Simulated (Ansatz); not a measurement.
**Ligand exchange: C4H9Br + GeH2(CH3)Cl → C4H9Cl + GeH2(CH3)Br**

Species: C4H9Br (2-bromo-2-methylpropane) `CC(C)(C)Br`, singlet; GeH2(CH3)Cl, singlet; C4H9Cl `CC(C)(C)Cl`, singlet; GeH2(CH3)Br, singlet. The partners trade Br for Cl: C–Br and Ge–Cl bonds give way to C–Cl and Ge–Br.

Shapes, held fixed at every level: PBE0-D4/def2-TZVP. Programs: Ansatz 0.2.0. The zero-point and thermal change to 298 K, harmonic and unscaled (PBE0-D4/def2-TZVP), is +0.3 kJ/mol.

| level | kind | ΔH(298 K) (kJ/mol) | less CCSD(T)/def2-TZVPP |
| --- | --- | --- | --- |
| HF/def2-SVP | Hartree–Fock | -5.3 | -5.7 |
| HF/def2-TZVPP | Hartree–Fock | -6.1 | -6.5 |
| B3LYP-D4/def2-TZVPP | global hybrid | -2.3 | -2.7 |
| BHLYP-D4/def2-TZVPP | global hybrid | -3.8 | -4.2 |
| wB97X-V/def2-TZVPP | range-separated hybrid | -3.8 | -4.2 |
| CCSD/def2-TZVPP | coupled cluster or CI | -0.2 | -0.6 |
| CCSD(T)/def2-TZVPP | coupled cluster or CI | +0.4 | 0.0 |

The highest level, CCSD(T)/def2-TZVPP, gives ΔH(298 K) = +0.4 kJ/mol; the levels span -6.1 to +0.4. That is about zero within the method's error. They disagree on the sign: 1 of 7 are positive. The column of differences is taken from that level and isn't an error. No measured value is set beside it here. Relativity is left out for Br, Ge. Outer-core shells of Br, Ge are correlated, in sets that cover them unevenly.
